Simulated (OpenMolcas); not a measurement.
N+: effect of the IPEA shift

```
Program             : OpenMolcas 26.06
Basis               : ANO-RCC-VTZP [4s3p2d1f]
Scalar Hamiltonian  : DKH2, point nucleus
Active space        : 2 electrons in 3 orbitals (2p)
State averaging     : 2S+1 = 3 even, 3 roots; 2S+1 = 1 even, 6 roots
Spin-orbit coupling : RASSI with atomic mean-field integrals over the reference wave functions, term energies averaged over their components
```

Methods on the same reference wave functions:
A. CASSCF
B. SS-CASPT2, IPEA 0 Eh, imaginary shift 0.1 Eh (closed shells correlated: 1s 2s)
C. SS-CASPT2, IPEA 0.25 Eh, imaginary shift 0.1 Eh (closed shells correlated: 1s 2s)

Energies in cm-1 above 2s2 2p2 3P0, the measured ground level; measured values from NIST Handbook of Basic Atomic Spectroscopic Data.

```tsv
Level	A	B	C	Measured
2s2 2p2 3P0	0.0	0.0	0.0	0.0
2s2 2p2 3P1	47.2	47.3	47.3	48.7
2s2 2p2 3P2	141	141	141	131
2s2 2p2 1D2	17823	15850	15560	15316
2s2 2p2 1S0	43907	35410	35380	32689
```

Deviations, from unrounded energies. A percentage is the sum of absolute deviations over the sum of measured energies, with the sign that they share, or ± where signs differ.

| Against measurement | Levels | A | B | C |
| --- | --- | --- | --- | --- |
| mean absolute deviation (cm-1) | 4 | 3400 | 820 | 740 |
| fine structure of the ground term (%) | 2 | ±6.3 | ±6.3 | ±6.3 |
| other terms of the ground configuration (%) | 2 | +28.6 | +6.8 | +6.1 |

C lies closest to measurement on these levels and A furthest from it. The largest miss of C in the table is 2s2 2p2 1S0, by +2700 cm-1. The ranking rests on the paired levels alone, and a cruder setting can come out closer through cancelling errors.

Between B and C the level of the table that moves most is 2s2 2p2 1D2, by 290 cm-1 (lowest in C, highest in B). Moves below CASPT2's spread within the term are not significant.

The mean deviations of B to C differ by less than CASPT2's widest spread within a term (96 cm-1), so their order carries little weight.

From A to B the spin-free energies of the other terms of 2s2 2p2 shown, above 3P, scale by factors of 0.81 to 0.89.

The lowest spin-free term lies below A's lowest term by 0.091 hartree in B, 0.087 hartree in C.

Term energies are means over components that CASPT2 splits; among the terms shown or strongly mixed into the levels shown the widest spread is 96 cm-1 (2s2 2p2 1D, C). With the s shell closed, the reference lacks s² → p² mixing. Without dynamic correlation excited terms often stand tens of per cent too high (terms of higher spin than the ground term too low), and those without a measured partner can miss by more than the paired ones (holds for A). Measured partners are found by configuration, term and J. A level has none where our copy of the source lacks it or the pairing is in doubt (some pairs that miss far off the trend of their configuration count as doubtful), and it then counts in no deviation. Only configurations of the active space appear.
